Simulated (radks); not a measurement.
The numbers below are computed, except where a source is named.
Excited configurations of Rb IV: one electron is placed in a higher orbital outside [Ar] 3d10 4s2 4p3. The ground configuration is [Ar] 3d10 4s2 4p4. Code: a radial shooting solver on a logarithmic mesh with Libxc functionals. Model: scalar-relativistic Kohn-Sham, SCAN, spin-unpolarised, spherical densities, finite nucleus; meta-GGA in the generalised Kohn-Sham scheme; Fermi nuclear charge, rms radius 4.2036 fm. Excitation = E - E(ground); binding = E(ion) - E, where the ion is the core of charge +4; n* = 4/sqrt(2 binding) in atomic units, and the quantum defect is n - n*.

| outer orbital | excitation (eV) | binding (eV) | n* | eigenvalue (eV) |
|---|---|---|---|---|
| 4f | 39.954 | 14.014 | 3.941 | -11.724 |
| 5p | 32.570 | 21.398 | 3.190 | -19.006 |
| 5f | 44.736 | 9.233 | 4.856 | -7.986 |
| 6s | 39.613 | 14.355 | 3.894 | -12.873 |
| 6d | 44.611 | 9.357 | 4.823 | -8.295 |
| 6f | 47.512 | 6.456 | 5.807 | -5.672 |
| 7p | 45.946 | 8.023 | 5.209 | -7.234 |
| 7d | 47.548 | 6.421 | 5.823 | -5.734 |
| 7f | 49.220 | 4.749 | 6.771 | -4.211 |

The Delta-SCF ionisation energy is 53.968 eV (NIST Atomic Spectra Database: 52.2 eV, semi-empirical). Self-interaction in the functional shifts the binding energies and quantum defects, so they are the method's values and not measured ones. Spin polarisation and multiplet splitting are left out, so open shells lie too high by an amount that depends on their filling.

Beside tabulated values, note that spin-unpolarised runs miss the spin-polarisation part of the exchange energy of open shells.
